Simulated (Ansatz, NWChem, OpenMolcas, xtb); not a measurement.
# Redistribution: CH2I2 + CH2FI → CHI3 + CH3F

Species: CH2I2 (diiodomethane) `ICI`, singlet; CH2FI `FCI`, singlet; CHI3 (iodoform) `IC(I)I`, singlet; CH3F (fluoromethane) `CF`, singlet. The partners trade H for I; both sit on C, so the bond types are kept.

Shapes, held fixed at every level: PBE0-D4/def2-TZVP. Programs: Ansatz 0.2.0, NWChem 7.3.0, OpenMolcas 26.06, xtb 6.7.1. A level may come from different programs for different species; with the same settings they agree closely. The zero-point and thermal change to 298 K, harmonic and unscaled (PBE0-D4/def2-TZVP), is -0.5 kJ/mol.

| level | kind | ΔH(298 K) (kJ/mol) | less CCSD(T)/def2-TZVPP |
| --- | --- | --- | --- |
| GFN0-xTB | semi-empirical | +27.6 | +8.1 |
| PBE0/def2-SVP | global hybrid | +30.4 | +10.9 |
| wB97X-V/def2-TZVPP | range-separated hybrid | +24.4 | +4.9 |
| B2PLYP/def2-TZVPP | double hybrid | +22.6 | +3.1 |
| MP2/def2-SVP | perturbation theory | +11.9 | -7.6 |
| MP2/def2-TZVPP | perturbation theory | +6.9 | -12.6 |
| CCSD/def2-TZVPP | coupled cluster or CI | +22.5 | +3.0 |
| CCSD(T)/def2-TZVPP | coupled cluster or CI | +19.5 | 0.0 |

The highest level, CCSD(T)/def2-TZVPP, gives ΔH(298 K) = +19.5 kJ/mol; the levels span +6.9 to +30.4. The column of differences is taken from that level and isn't an error. No measured value is set beside it here. For atoms past krypton def2 sets carry core potentials with scalar relativity. Outer-core shells of I are correlated in most correlated rows, in sets that cover them unevenly.
